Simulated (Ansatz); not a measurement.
Ansatz (a first-principles code) input (CCSD(T)/cc-pwCVTZ):
A basis named .json is the Basis Set Exchange file of that set.

Ansatz 0.2 input:
```yaml
crystal:
  periodic: [false, false, false]
  atoms:
    - {symbol: C, position_ang: [1.24889928, 0.11989250, 0.43704499]}
    - {symbol: C, position_ang: [0.09848013, 0.00945395, 0.03446254]}
    - {symbol: C, position_ang: [-1.16217014, -0.11156663, -0.40669463]}
    - {symbol: H, position_ang: [2.25840526, 0.21680359, 0.79031569]}
    - {symbol: H, position_ang: [-1.65635077, 0.71686991, -0.91200534]}
    - {symbol: H, position_ang: [-1.71331014, -1.04035242, -0.26718776]}
basis:
  gaussian:
    orbitals: cc-pwCVTZ.json
total_charge: 1
magnetization: {spin_polarized: false}
correlation: {method: ccsd_t, electrons: outside_noble_gas}
```

Output:

```
Functional definition: HF
integrals: 0.51 GiB planned
999 factors; integrals over basis functions are off by at most 9.1e-4 eV
mean field: 0.43 GiB planned
mean field evaluation 1: about -3126.3643 eV, gradient 3.2e1 eV
mean field evaluation 2: about -3126.3690 eV, gradient 3.2e1 eV
mean field evaluation 4: about -3129.0153 eV, gradient 3.9e0 eV
mean field evaluation 8: about -3129.0688 eV, gradient 2.3e-1 eV
mean field evaluation 16: about -3129.0572 eV, gradient 1.4e0 eV
mean field evaluation 32: about -3122.3032 eV, gradient 8.0e-4 eV
mean field -3129.06968632 eV, -114.9911900125 hartree, gradient 3.2e-6 eV, S^2 0.000000; 0 other end points of the search recorded, 0 dependent functions left out; unrestricted orbitals would lower it
3 core orbitals not correlated
reference -3129.06968632 eV, -114.9911900125 hartree; 7, 7 occupied and 161, 161 virtual orbitals, 999 factors
second order -11.78262140 eV of doubles, -0.00000000 eV of singles
coupled cluster: 0.83 GiB planned
cycle   1  -11.86300305 eV  change   -8.0e-2 eV  update   1.0e-1
cycle   2  -12.27772864 eV  change   -4.1e-1 eV  update   3.3e-2
cycle   3  -12.38200578 eV  change   -1.0e-1 eV  update   1.8e-2
cycle   4  -12.37465835 eV  change    7.3e-3 eV  update   4.7e-3
cycle   5  -12.37358290 eV  change    1.1e-3 eV  update   1.8e-3
cycle   6  -12.37364108 eV  change   -5.8e-5 eV  update   5.2e-4
cycle   7  -12.37343614 eV  change    2.0e-4 eV  update   2.5e-4
cycle   8  -12.37342956 eV  change    6.6e-6 eV  update   1.2e-4
cycle   9  -12.37342489 eV  change    4.7e-6 eV  update   6.4e-5
cycle  10  -12.37339853 eV  change    2.6e-5 eV  update   2.1e-5
cycle  11  -12.37341449 eV  change   -1.6e-5 eV  update   8.3e-6
cycle  12  -12.37341457 eV  change   -7.6e-8 eV  update   1.6e-6
perturbative correction -0.68796866 eV, -0.0252823821 hartree
Total energy: -3142.13106955 eV, -115.4711869931 hartree
```
